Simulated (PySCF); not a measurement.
TPSS on Ru⁻ (ruthenium, charge -1), [Kr] 4d7 5s2, high-spin 4F determinant. Computed with PySCF 2.14 in x2c-TZVPPall with one added diffuse shell each of s, p, d, f type (9s7p7d3f1g, 95 functions), with the spin-free X2C one-electron Hamiltonian (Gaussian nucleus).

```
cycle= 1 E= -4530.17512749378  delta_E= -0.0257  |g|= 0.101  |ddm|= 0.792
cycle= 2 E= -4530.17242203223  delta_E= 0.00271  |g|= 0.128  |ddm|= 0.183
cycle= 3 E= -4530.17567407516  delta_E= -0.00325  |g|= 0.0439  |ddm|= 0.135
cycle= 4 E= -4530.17652588551  delta_E= -0.000852  |g|= 0.00271  |ddm|= 0.0666
cycle= 5 E= -4530.17653180813  delta_E= -5.92e-06  |g|= 0.00107  |ddm|= 0.00919
cycle= 6 E= -4530.17653261521  delta_E= -8.07e-07  |g|= 0.000127  |ddm|= 0.00373
cycle= 7 E= -4530.17653262772  delta_E= -1.25e-08  |g|= 6.93e-06  |ddm|= 0.000353
cycle= 8 E= -4530.17653262776  delta_E= -3.55e-11  |g|= 5.17e-07  |ddm|= 2.62e-05
converged SCF energy = -4530.17653262776  <S^2> = 3.7778734  2S+1 = 4.0139125
```

Highest occupied orbital energy: 1.184 eV; ⟨L²⟩ = 12.03; populations by l: s 10.00, p 18.00, d 17.00, f 0.00.

**Question.** Can this result be used?

**Answer.** With care. The run converged. At TPSS the highest occupied level has a positive energy, so only the finite basis holds that electron; in a semilocal or global hybrid functional this comes from self-interaction and does not mean that the real anion is unbound.
